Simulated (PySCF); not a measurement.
Compound: C7H9FN (doublet state).
Cartesian coordinates in Å at the GFN2-xTB level; atoms count from 1:
```xyz
18
C7H9FN angstrom
C      2.711    0.150    0.062
C      1.236   -0.019   -0.047
C      0.529   -0.799    0.892
F      1.252   -1.382    1.881
C     -0.808   -0.999    0.867
C     -1.669   -0.364   -0.172
N     -2.677    0.479    0.501
C     -0.864    0.399   -1.178
C      0.478    0.567   -1.077
H      2.993    0.396    1.085
H      3.063    0.932   -0.607
H      3.219   -0.783   -0.194
H     -1.294   -1.587    1.627
H     -2.259   -1.146   -0.682
H     -2.211    1.226    1.008
H     -3.289    0.906   -0.186
H     -1.417    0.868   -1.979
H      0.999    1.164   -1.813
```

The hyperfine couplings belong to this conformer and change with its torsions.

As a line formula: `CC1=C(F)[CH][C@@H](N)C=C1` [radical].

Computed, not measured: UKS B3LYP, pcH-1 on C F H N, non-relativistic, mean-field spin-orbit, GIAO (PySCF). Isolated species at its GFN2-xTB geometry (one conformer only). A GFN2-xTB geometry isn't a minimum of the functional, and hyperfine couplings can be far from their values at a DFT geometry. Stability of the SCF solution: not tested. ⟨S²⟩ is 0.783 where a pure state has 0.75.

Task: Match the computed a_iso(13C) values +50.6, -40.8, +37.4, -36.7, +34.4, -29.3, -19.2 MHz with the sites C1; C2; C3; C5; C6; C8; C9.

Result: 
```tsv
site	a_iso (MHz)	ρ(0) (bohr⁻³)	position	distance from C2 (Å)	spin population	largest |T| (MHz)
C1	-19.2	-0.0171	1 bond from C2	1.49	-0.04	1.6
C2	+50.6	+0.0450	largest spin population	0.00	+0.54	88.8
C3	-40.8	-0.0363	1 bond from C5	1.41	-0.17	23.8
C5	+34.4	+0.0306	a main spin site	2.44	+0.40	60.8
C6	-29.3	-0.0260	1 bond from C5	2.93	-0.07	0.8
C8	+37.4	+0.0333	a main spin site	2.42	+0.44	65.8
C9	-36.7	-0.0327	1 bond from C8	1.41	-0.21	23.5
```

Task: The isotropic 1H couplings, averaged over equivalent nuclei, are +110.5, +43.6, -27.5, -25.4, +9.7, -2.8 MHz. Assign them to H10/H11/H12; H13; H14; H15/H16; H17; H18.

Result: 
```json
{"site": "H10/H11/H12", "a_iso (MHz)": "+43.6", "ρ(0) (bohr⁻³)": "+0.0097", "position": "2 bonds from C2", "distance from C2 (Å)": "2.13", "bound to": "C1", "spin population there": "-0.04", "largest |T| (MHz)": "4.9"}
{"site": "H13", "a_iso (MHz)": "-25.4", "ρ(0) (bohr⁻³)": "-0.0057", "position": "1 bond from C5", "distance from C2 (Å)": "3.41", "bound to": "C5", "spin population there": "+0.40", "largest |T| (MHz)": "15.9"}
{"site": "H14", "a_iso (MHz)": "+110.5", "ρ(0) (bohr⁻³)": "+0.0247", "position": "2 bonds from C5", "distance from C2 (Å)": "3.73", "bound to": "C6", "spin population there": "-0.07", "largest |T| (MHz)": "3.0"}
{"site": "H15/H16", "a_iso (MHz)": "-2.8", "ρ(0) (bohr⁻³)": "-0.0006", "position": "3 bonds from C5", "distance from C2 (Å)": "4.22", "bound to": "N7", "spin population there": "+0.05", "largest |T| (MHz)": "6.6"}
{"site": "H17", "a_iso (MHz)": "-27.5", "ρ(0) (bohr⁻³)": "-0.0062", "position": "1 bond from C8", "distance from C2 (Å)": "3.40", "bound to": "C8", "spin population there": "+0.44", "largest |T| (MHz)": "17.1"}
{"site": "H18", "a_iso (MHz)": "+9.7", "ρ(0) (bohr⁻³)": "+0.0022", "position": "2 bonds from C8, on C9 of spin population -0.21", "distance from C2 (Å)": "2.14", "bound to": "C9", "spin population there": "-0.21", "largest |T| (MHz)": "5.0"}
```

ρ(0) is the spin density at the nucleus and T the dipolar tensor; entries for several nuclei are means. The Mulliken spin populations are largest on C2 (+0.54), C8 (+0.44), C5 (+0.40) and C9 (-0.21). Three atoms exceed +0.15. The angles at C2 add up to 360.0°, so it is planar. Main spin sites, with 60 % or more of the largest population: C2, C5, C8; positions count bonds from the nearest.

β density exceeds α density at some nuclei, such as C3 (-0.0363), C9 (-0.0327) and C6 (-0.0260), spin density in bohr⁻³. In a single determinant that takes different orbitals for the two spins, that is spin polarisation.

Class means assume fast exchange of nuclei equivalent by connectivity; if that motion is slow, each nucleus keeps its own coupling. The three 1H nuclei of mean +43.6 MHz run from 5.0 to 78.3 MHz in the frozen geometry.

C5, the radical centre as drawn in `CC1=C(F)[CH][C@@H](N)C=C1`, holds a spin population of +0.40 out of 1.
